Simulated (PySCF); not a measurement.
Candidates: SbCl₃, SbBr₃, SbI₃. Level: PBE0 in the def2-SVP basis family, computed in PySCF with density fitting; scalar-relativistic core potentials for atoms from Rb on, none lighter, no spin–orbit coupling; open shells unrestricted.

One of them gave a singlet of C3v symmetry with wavenumbers 72 (×2), 99, 255 (×2), 259 cm⁻¹ and a HOMO–LUMO gap of 5.80 eV.

Q: Which molecule is it?
A. SbCl₃
B. SbBr₃
C. SbI₃

A: B. That is SbBr₃, with Sb–Br 2.519 Å (×3). The others give SbCl₃ 2.364 Å and 385 cm⁻¹ for the highest mode; SbI₃ 2.736 Å and 199 cm⁻¹ for the highest mode.

Each species is the lowest minimum found with this bonding; other isomers or fragments can lie lower.
